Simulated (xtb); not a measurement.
C₂HO (SMILES [CH-]=C=O), charge -1, singlet, geometry from GFN2-xTB. Base run: GFN0-xTB (xtb).

xtb was given this input:
```
$ xtb mol.xyz --gfn 0 --chrg -1 --json

# file mol.xyz
4

C      0.01788210    -0.12688834    -1.22755692
C      0.01203885    -0.07902655    -0.00461356
H      0.10093196    -0.67882411    -2.12908504
O     -0.03505720     0.23928919     1.19026348
```

Each row names what was changed in the base input (with any setting that the change needs).

| change | ΔE vs base (kJ/mol) | HOMO-LUMO gap (eV) |
|---|---|---|
| base | 0.00 | 5.48 |
| etemp = 5000 | -0.42 | 5.48 |
| etemp = 10 | 0.00 | 5.48 |
| etemp = 1000 | 0.00 | 5.48 |
| etemp = 3000 | 0.00 | 5.48 |
